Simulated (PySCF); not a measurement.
MgGe: energy against distance

Set-up: basis Mg pcseg-1, Ge pcseg-1; no relativity; PySCF 2.14. Energies in eV from Mg + Ge in their ground configurations at the same level. All curves are PBE0. state 1: ³Σ⁻ (triplet), unpaired electrons π ↑↑; state 2: Ms = 0 determinant of mixed spin (⟨S²⟩ near 1.0), unpaired electrons π ↑↓, a mixture of terms (⟨Lz²⟩ = 2.0), a second solution, started from another occupation; state 3: ³Π (triplet), unpaired electrons σ ↑, π ↑, a second solution, started from another occupation; state 4: Ms = 0 determinant of mixed spin (⟨S²⟩ near 1.0), unpaired electrons σ ↓, π ↑, a second solution, started from another occupation.

```
R (Å)  state 1  state 2  state 3  state 4
2.262  -0.5329  -0.2176   0.6608   0.7553
2.367  -0.7630  -0.4455   0.2566   0.3538
2.472  -0.8865  -0.5666  -0.0143   0.0874
2.551  -0.9290  -0.6073  -0.1521  -0.0457
2.630  -0.9403  -0.6169  -0.2471  -0.1346
2.709  -0.9285  -0.6040  -0.3086  -0.1888
2.814  -0.8880  -0.5626  -0.3517  -0.2203
2.946  -0.8132  -0.4876  -0.3624  -0.2137
3.103  -0.7076  -0.3829  -0.3378  -0.1655
3.314  -0.5649  -0.2425  -0.2780  -0.0725
```

Q: Put a parabola through the three lowest points of the state 1 curve and estimate Re, k and ωe (reduced mass 18.11 u; 1 eV/Å² = 0.16022 mdyn/Å; ωe = 1302.8·√(k/μ) cm⁻¹).

A: Through R = 2.551, 2.63, 2.709 Å the second-order coefficient is 1.85 eV/Å², so Re ≈ 2.629 Å, k ≈ 0.593 mdyn/Å and ωe ≈ 236 cm⁻¹. A polynomial fit of higher order to the unrounded PBE0 energies gives Re = 2.625 Å, k = 0.601 mdyn/Å, ωe = 237 cm⁻¹; anharmonicity and rounding make the difference.

The higher-order fit for each curve: state 1: Re = 2.625 Å, ωe = 237 cm⁻¹, De = 0.94 eV; state 2: Re = 2.620 Å, ωe = 238 cm⁻¹, minimum 0.62 eV below the ground-state fragments; state 3: Re = 2.917 Å, ωe = 168 cm⁻¹, minimum 0.363 eV below the ground-state fragments; state 4: Re = 2.857 Å, ωe = 197 cm⁻¹, minimum 0.223 eV below the ground-state fragments.

Closed-shell solutions of metal pairs were not tested for spin polarisation, which can lower them a little. Spin–orbit coupling is left out. The state was picked by a PBE0 search and need not be the measured ground state.
